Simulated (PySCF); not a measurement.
Se(OH)2 (H2O2Se), SMILES O[Se]O. Coordinates come from a B3LYP-D3(BJ)/def2-TZVP optimisation. One conformer was computed; it need not be the lowest.

**Question.** Give the equilibrium geometry at B3LYP-D3(BJ)/def2-TZVP (PySCF confirms it by a frequency run) as a Z-matrix, and its point group. (Estimate from the structure and the level; the computed values follow.)

**Answer.** This is not unique; one that fits is point group Cs.
```
Se
O 1 1.8013
H 2 0.9658 1 108.22
O 1 1.8013 2 101.43 3 -89.29
H 4 0.9658 1 108.22 2 89.29
```
